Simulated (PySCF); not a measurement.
C3H5BFNO, SMILES C(=O)/N=C/B(F)C.

The structure is a stationary point at PBE-D3(BJ)/def2-SVP. The structure was generated by enumeration; whether it is a known compound was not checked. One conformer was computed; it need not be the lowest.

These are PBE-D3(BJ)/def2-SVP run with PySCF values and carry that method's errors.

No scaling factor is applied to the harmonic values.

### Question
Give all harmonic wavenumbers and intensities. (Estimate from the structure and the level; the computed values follow.)

### Answer

```csv
mode,ν (cm⁻¹),IR (km/mol),moving atoms (share of kinetic energy)
1,34,3.6,"C 32 %, O 24 %, H 22 %, F 14 %"
2,44,1.1,H 93 %
3,101,7.1,"C 43 %, H 20 %, N 16 %, O 14 %"
4,113,3.5,"O 39 %, N 32 %, C 13 %, F 10 %"
5,157,3.3,"F 31 %, C 31 %, H 19 %, O 10 %"
6,286,2.2,"C 29 %, F 25 %, H 22 %, N 18 %"
7,319,6.3,"H 32 %, N 27 %, C 23 %, F 11 %"
8,422,1.2,"H 47 %, B 39 %"
9,502,21.1,"C 47 %, H 15 %, F 15 %, B 15 %"
10,620,13.3,"C 28 %, H 27 %, N 25 %, O 20 %"
11,744,22.2,"C 54 %, H 27 %, F 14 %"
12,805,0.6,"H 55 %, C 27 %, F 16 %"
13,832,33.4,"H 33 %, B 33 %, C 20 %, N 9 %"
14,948,19.3,"H 46 %, C 28 %, N 16 %"
15,988,23.0,"H 53 %, C 37 %"
16,1030,62.4,"C 54 %, H 22 %, N 17 %"
17,1121,188.1,"B 46 %, H 44 %"
18,1264,107.2,"H 63 %, C 23 %, B 12 %"
19,1317,90.7,"H 46 %, B 27 %, C 14 %, F 9 %"
20,1341,25.6,"H 80 %, C 9 %"
21,1349,109.8,"H 65 %, B 15 %, C 11 %"
22,1374,10.9,H 91 %
23,1403,79.1,"H 54 %, B 32 %"
24,1692,15.4,"C 51 %, N 46 %"
25,1748,236.7,"C 59 %, O 38 %"
26,2834,91.5,H 92 %
27,2915,42.1,H 92 %
28,2959,3.5,H 96 %
29,3036,1.6,"H 92 %, C 8 %"
30,3095,6.6,"H 91 %, C 9 %"
```
